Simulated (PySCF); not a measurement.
H₄NSi, CH₄AlB, ClFH₂Si, Al₂ClH₃O and others (calculated)

Calculation on a computer-drawn molecule: optimised geometry and harmonic frequencies of an isolated molecule of the commonest isotopes, restricted reference for singlets and unrestricted otherwise, frozen core in MP2. Program: PySCF 2.14.0.

```json
{"entry": 1, "formula": "H4NSi", "start_structure": {"atoms_angstrom": [["N", -0.0137, -2.8421, 0.4481], ["Si", -1.222, -2.1397, 1.4637], ["H", -0.2994, -3.4635, -0.2863], ["H", 0.7468, -2.2688, 0.1318], ["H", -0.5406, -1.4542, 2.5919], ["H", -2.0943, -3.2298, 1.9713]]}, "given": {"charge": 0, "multiplicity": 2, "method": "MP2", "basis": "cc-pV(D+d)Z", "drawn_bonds_atom": [1, 1, 1, 2, 2], "drawn_bonds_other_atom": [2, 3, 4, 5, 6], "drawn_bonds_order": [1, 1, 1, 1, 1]}, "results": {"optimised_atom_element": ["N", "Si", "H", "H", "H", "H"], "optimised_atom_x [angstrom]": [0.01247, -1.224, -0.3122, 0.7418, -0.5439, -2.098], "optimised_atom_y [angstrom]": [-2.873, -2.137, -3.456, -2.252, -1.452, -3.227], "optimised_atom_z [angstrom]": [0.4717, 1.46, -0.2993, 0.1219, 2.593, 1.973], "modes_frequency [cm^-1]": [227.0, 512.7, 656.6, 800.0, 821.4, 927.1, 932.5, 1575, 2230, 2257, 3575, 3678], "modes_reduced_mass [dalton]": [1.028, 1.242, 1.017, 1.16, 4.426, 1.229, 1.101, 1.105, 1.029, 1.055, 1.051, 1.093], "rotational_constants [GHz]": [91.78, 13.6, 12.5], "total_energy [hartree]": -345.9567, "spin_squared": 0.7554, "convergence_status_largest_gradient_component [hartree/bohr]": 3.684e-05}}
{"entry": 2, "formula": "CH4AlB", "start_structure": {"atoms_angstrom": [["B", -0.2637, 0.6901, 0.7103], ["C", 0.4293, -0.4904, 0.7996], ["Al", 2.2606, -0.2032, 0.2628], ["H", -0.7529, 1.7538, 0.5947], ["H", 0.1039, -1.4756, 1.1071], ["H", 3.2932, -1.3988, 0.268], ["H", 2.7148, 1.2472, -0.1831]]}, "given": {"charge": 0, "multiplicity": 1, "method": "MP2", "basis": "cc-pV(D+d)Z", "drawn_bonds_atom": [1, 2, 1, 2, 3, 3], "drawn_bonds_other_atom": [2, 3, 4, 5, 6, 7], "drawn_bonds_order": [2, 1, 1, 1, 1, 1]}, "results": {"optimised_atom_element": ["B", "C", "Al", "H", "H", "H", "H"], "optimised_atom_x [angstrom]": [-0.1873, 0.3345, 2.158, -0.464, 0.1843, 3.188, 2.572], "optimised_atom_y [angstrom]": [0.674, -0.5869, -0.1376, 1.811, -1.628, -1.331, 1.322], "optimised_atom_z [angstrom]": [0.6943, 0.846, 0.2743, 0.5076, 1.121, 0.2798, -0.1636], "modes_frequency [cm^-1]": [200.4, 213.8, 397.4, 530.5, 605.8, 607.9, 726.8, 760.1, 799.0, 806.9, 1534, 1972, 1982, 2860, 3348], "modes_reduced_mass [dalton]": [1.288, 3.413, 1.09, 1.256, 1.174, 3.551, 1.159, 1.314, 1.243, 1.18, 4.691, 1.026, 1.059, 1.136, 1.108], "rotational_constants [GHz]": [27.88, 7.263, 5.762], "total_energy [hartree]": -307.0259, "convergence_status_largest_gradient_component [hartree/bohr]": 2.821e-05}}
{"entry": 3, "formula": "ClFH2Si", "start_structure": {"atoms_angstrom": [["F", -2.107, 2.5133, -0.8224], ["Si", -2.0188, 2.2846, -2.4336], ["Cl", -2.2746, 0.2953, -2.6987], ["H", -0.6833, 2.6738, -2.7753], ["H", -3.149, 2.9973, -2.9773]]}, "given": {"charge": 0, "multiplicity": 1, "method": "HF", "basis": "cc-pV(D+d)Z", "drawn_bonds_atom": [1, 2, 2, 2], "drawn_bonds_other_atom": [2, 3, 4, 5], "drawn_bonds_order": [1, 1, 1, 1]}, "results": {"optimised_atom_element": ["F", "Si", "Cl", "H", "H"], "optimised_atom_x [angstrom]": [-2.116, -2.028, -2.27, -0.6979, -3.121], "optimised_atom_y [angstrom]": [2.524, 2.276, 0.2732, 2.683, 3.008], "optimised_atom_z [angstrom]": [-0.7868, -2.369, -2.722, -2.822, -3.008], "modes_frequency [cm^-1]": [261.7, 579.4, 685.4, 790.4, 906.1, 995.1, 1040, 2404, 2411], "modes_reduced_mass [dalton]": [16.54, 14.5, 1.256, 1.08, 5.936, 1.211, 1.084, 1.027, 1.057], "rotational_constants [GHz]": [20.08, 4.069, 3.526], "total_energy [hartree]": -849.1582, "convergence_status_largest_gradient_component [hartree/bohr]": 5.382e-06}}
{"entry": 4, "formula": "Al2ClH3O", "start_structure": {"atoms_angstrom": [["Al", -0.8202, 0.6623, -1.3704], ["O", 0.2179, 1.2888, -0.197], ["Al", 1.318, 1.9179, 0.8859], ["Cl", 3.2334, 2.4654, 0.182], ["H", -1.7615, 1.6538, -2.1512], ["H", -0.8173, -0.8909, -1.628], ["H", 0.9929, 2.1198, 2.398]]}, "given": {"charge": 0, "multiplicity": 1, "method": "MP2", "basis": "cc-pV(D+d)Z", "drawn_bonds_atom": [1, 2, 3, 1, 1, 3], "drawn_bonds_other_atom": [2, 3, 4, 5, 6, 7], "drawn_bonds_order": [1, 1, 1, 1, 1, 1]}, "results": {"optimised_atom_element": ["Al", "O", "Al", "Cl", "H", "H", "H"], "optimised_atom_x [angstrom]": [-0.8358, 0.2016, 1.335, 3.241, -1.763, -0.8254, 1.009], "optimised_atom_y [angstrom]": [0.6532, 1.285, 1.926, 2.475, 1.654, -0.9004, 2.123], "optimised_atom_z [angstrom]": [-1.386, -0.1816, 0.8983, 0.184, -2.171, -1.637, 2.413], "modes_frequency [cm^-1]": [48.23, 70.64, 93.52, 227.2, 469.1, 491.4, 571.5, 576.9, 647.9, 696.3, 824.7, 1062, 1990, 1994, 2038], "modes_reduced_mass [dalton]": [8.284, 1.706, 1.621, 12.78, 12.67, 1.282, 4.1, 1.256, 1.172, 1.27, 1.106, 16.35, 1.023, 1.063, 1.044], "rotational_constants [GHz]": [10.85, 1.285, 1.169], "total_energy [hartree]": -1020.5895, "convergence_status_largest_gradient_component [hartree/bohr]": 1.308e-05}}
{"entry": 5, "formula": "CH6BNSi", "start_structure": {"atoms_angstrom": [["N", -0.0114, -0.6362, -2.8873], ["B", 0.8691, -0.1211, -1.9189], ["C", 1.5237, -1.0332, -0.8859], ["Si", 2.6821, -0.5542, 0.3821], ["H", -0.3159, -1.6272, -2.8647], ["H", -0.5357, -0.1192, -3.6252], ["H", 1.1282, 1.0915, -2.0291], ["H", 1.2709, -2.0326, -0.8719], ["H", 3.2301, -1.462, 1.3397], ["H", 3.2515, 0.771, 0.5706]]}, "given": {"charge": 0, "multiplicity": 1, "method": "HF", "basis": "cc-pV(D+d)Z", "drawn_bonds_atom": [1, 2, 3, 1, 1, 2, 3, 4, 4], "drawn_bonds_other_atom": [2, 3, 4, 5, 6, 7, 8, 9, 10], "drawn_bonds_order": [1, 1, 2, 1, 1, 1, 1, 1, 1]}, "results": {"optimised_atom_element": ["N", "B", "C", "Si", "H", "H", "H", "H", "H", "H"], "optimised_atom_x [angstrom]": [-0.02161, 0.8992, 1.526, 2.641, -0.3345, -0.4256, 1.198, 1.256, 3.269, 3.083], "optimised_atom_y [angstrom]": [-0.6119, -0.1682, -1.115, -0.55, -1.558, -0.006975, 1.002, -2.169, -1.397, 0.8515], "optimised_atom_z [angstrom]": [-2.862, -1.903, -0.8406, 0.3103, -2.926, -3.544, -1.928, -0.8196, 1.341, 0.3814], "modes_frequency [cm^-1]": [119.9, 182.1, 381.3, 390.9, 479.0, 626.8, 640.9, 651.7, 864.0, 869.9, 979.7, 1010, 1047, 1112, 1223, 1245, 1469, 1749, 2355, 2374, 2641, 3288, 3819, 3925], "modes_reduced_mass [dalton]": [3.128, 2.746, 3.204, 1.122, 1.243, 1.246, 1.322, 1.222, 1.199, 1.64, 1.304, 1.317, 1.214, 1.469, 2.301, 2.199, 3.059, 1.217, 1.039, 1.045, 1.094, 1.087, 1.051, 1.098], "rotational_constants [GHz]": [33.7, 2.412, 2.251], "total_energy [hartree]": -409.4355, "convergence_status_largest_gradient_component [hartree/bohr]": 3.378e-05}}
{"entry": 6, "formula": "B2HO2", "start_structure": {"atoms_angstrom": [["O", -1.5306, 0.2837, -1.9907], ["B", -1.5507, -0.458, -1.0388], ["B", -1.5628, -1.5519, 0.3757], ["O", -2.611, -2.188, 0.6985], ["H", -0.4628, -1.5945, 0.9594]]}, "given": {"charge": -1, "multiplicity": 1, "method": "MP2", "basis": "aug-cc-pVDZ", "drawn_bonds_atom": [1, 2, 3, 3], "drawn_bonds_other_atom": [2, 3, 4, 5], "drawn_bonds_order": [2, 1, 1, 1]}, "results": {"rotational_constants [GHz]": null, "total_energy [hartree]": null}}
```

To be estimated
1. What rotational constants does the calculation give for B₂HO₂ (entry 6)?
2. Give the missing total energy for B₂HO₂ (entry 6).
3. Give the table of modes values for B₂HO₂ (entry 6).

Calculated values
1. 50.82, 3.766, 3.507 GHz
2. -200.3832 hartree
3. 
Modes:
```tsv
frequency (cm⁻¹)	reduced mass (dalton)
159.3	8.999
293.4	4.349
462.6	9.651
664.3	6.658
812.3	1.873
1079	1.177
1421	9.855
1794	12.35
2272	1.084
```

Further results for B₂HO₂ (entry 6):

| Property | Result |
| --- | --- |
| convergence status largest gradient component | 1.221e-05 hartree/bohr |

Optimised structure:
```xyz
5
B2HO2
O     -1.5619     0.2905    -2.0151
B     -1.5304    -0.4600    -1.0258
B     -1.5382    -1.5410     0.3736
O     -2.6350    -2.1864     0.6848
H     -0.4525    -1.6118     0.9866
```
